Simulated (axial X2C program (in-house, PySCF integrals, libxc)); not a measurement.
**Density and ELF of WSi**

Calculated with an in-house relativistic program for diatomic molecules. Two-component (2c) means X2C with spin–orbit coupling and atomic mean-field two-electron Coulomb and Gaunt terms. Basis: W dyall-cv3z [13s14p9d7f4g], Si dyall-v3z [8s7p2d1f] (cores contracted in-house); Gaussian nuclei, density fitting, unrestricted open shells. Masses: W 183.951 u, Si 27.977 u.

PBE0, two-component, state Ω = 3 (⟨Sz⟩ = 1.96, ⟨Lz⟩ = 1.04 at PBE0); W at z = 0, Si at z = 2.318 Å.

The maps cover the half plane through the axis: z from -2.4 to 4.2 Å along the bond, ρ from 0.15 to 2.25 Å away from it.

log10 of the density in e/bohr³:

```
 ρ\z  -2.4  -1.8  -1.2  -0.6   0.0   0.6   1.2   1.8   2.4   3.0   3.6   4.2
0.15  -3.0  -2.2  -1.4  -0.1   1.8  -0.1  -1.0  -0.7   1.0  -1.1  -1.6  -2.3
0.45  -3.0  -2.3  -1.5  -0.4   0.4  -0.4  -1.1  -1.0  -0.3  -1.2  -1.7  -2.4
0.75  -3.1  -2.4  -1.8  -0.9  -0.4  -0.9  -1.3  -1.3  -1.2  -1.4  -1.8  -2.5
1.05  -3.3  -2.6  -2.0  -1.4  -1.1  -1.4  -1.5  -1.5  -1.5  -1.6  -2.1  -2.7
1.35  -3.4  -2.8  -2.3  -1.8  -1.6  -1.7  -1.8  -1.8  -1.8  -2.0  -2.4  -2.9
1.65  -3.6  -3.1  -2.5  -2.2  -2.0  -2.1  -2.1  -2.2  -2.2  -2.3  -2.7  -3.2
1.95  -3.8  -3.3  -2.9  -2.5  -2.4  -2.4  -2.5  -2.5  -2.5  -2.7  -3.0  -3.5
2.25  -4.1  -3.6  -3.2  -2.9  -2.8  -2.8  -2.8  -2.9  -2.9  -3.1  -3.4  -3.8
```

Electron localisation function (collinear form, no current term, damped to 0 at low density):

```
 ρ\z  -2.4  -1.8  -1.2  -0.6   0.0   0.6   1.2   1.8   2.4   3.0   3.6   4.2
0.15  0.18  0.30  0.31  0.59  0.26  0.53  0.61  0.11  0.68  0.15  0.97  0.93
0.45  0.16  0.28  0.26  0.57  0.35  0.51  0.63  0.10  0.47  0.52  0.97  0.91
0.75  0.13  0.25  0.24  0.40  0.61  0.34  0.65  0.54  0.15  0.90  0.95  0.87
1.05  0.09  0.22  0.26  0.32  0.45  0.32  0.64  0.69  0.71  0.92  0.92  0.77
1.35  0.06  0.19  0.29  0.37  0.41  0.39  0.58  0.60  0.69  0.84  0.82  0.57
1.65  0.03  0.15  0.29  0.39  0.42  0.40  0.46  0.44  0.52  0.65  0.62  0.29
1.95  0.01  0.09  0.23  0.34  0.37  0.34  0.31  0.27  0.31  0.39  0.32  0.08
2.25  0.00  0.03  0.14  0.23  0.26  0.22  0.16  0.14  0.14  0.16  0.10  0.01
```

Axial spin density in 10⁻³ e/bohr³:

```
 ρ\z  -2.4  -1.8  -1.2  -0.6    0.0   0.6   1.2   1.8    2.4   3.0   3.6   4.2
0.15   0.2   1.4  10.4  90.3   95.3  79.0  10.5  -1.2  -17.6  -5.0  -3.0  -0.7
0.45   0.2   1.3   9.0  65.8   48.0  63.7   9.7  -1.6   -0.5  -5.1  -2.5  -0.6
0.75   0.2   1.2   7.3  43.7  102.0  44.5   7.9  -1.2   -3.2  -4.1  -1.8  -0.5
1.05   0.2   1.0   5.4  25.0   50.8  25.3   5.5  -0.7   -2.7  -2.6  -1.2  -0.3
1.35   0.1   0.7   3.5  12.5   21.4  12.4   3.3  -0.3   -1.6  -1.4  -0.7  -0.2
1.65   0.1   0.5   2.0   5.9    8.9   5.7   1.8  -0.2   -0.8  -0.7  -0.4  -0.1
1.95   0.1   0.3   1.0   2.6    3.6   2.5   0.8  -0.1   -0.4  -0.3  -0.2  -0.1
2.25   0.1   0.2   0.5   1.1    1.5   1.0   0.4   0.0   -0.2  -0.2  -0.1   0.0
```

The state is a single determinant with fixed occupations, the lowest that a limited PBE0 search found. Density functionals use the spin component along the axis (collinear). Other states lie close and PBE0, whose exact exchange favours high spin, may order them wrongly; the determinant shown need not be the ground state. The nearest other spin-free determinant of the search, M_S = 2, Λ = 0, lies 0.46 eV up at the distance of the search. Without a current term, density functionals place determinants with orbital angular momentum somewhat too high. With several unpaired electrons one determinant need not be a pure state. A state of lower Ω lies just above, and one determinant can place such states too high, so the state shown need not be the lowest. The search has Ω = 1 only 0.08 eV up. Open-shell Ω = 0 determinants with evenly filled partner blocks cannot be reached by this program, so the Ω shown need not be the lowest component. The determinant is spin-polarised beyond a pure state at some levels (its spin-free form has ⟨S²⟩ too high), which makes Re and μ there less reliable.
